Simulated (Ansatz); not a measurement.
Cartesian coordinates in Å:
```
N 0.1982 -0.9160 0.6354
In -0.2209 1.0206 -0.7079
H 0.9819 -0.7600 1.2584
H -0.6112 -1.1451 1.2000
H 0.4134 -1.7179 0.0546
H -1.5588 0.3519 -1.5896
H -0.5440 2.0998 0.6133
H 1.3414 1.0668 -1.4641
```

Charge 0, multiplicity 1. In takes the def2 core potential.

Question: List the CAM-B3LYP/def2-TZVPP orbital energies in eV (Ansatz 0.2.0). (Estimate.)

Answer: The calculation gave: Occupied: -392.98, -128.03, -84.71, -84.49, -84.49, -27.39, -21.73, -21.56, -21.56, -21.48, -21.48, -16.39, -16.39, -13.64, -10.73, -8.67, -8.67. Lowest empty: 0.15, 1.83, 1.83, 1.94, 2.86, 3.47, 3.47, 3.99.
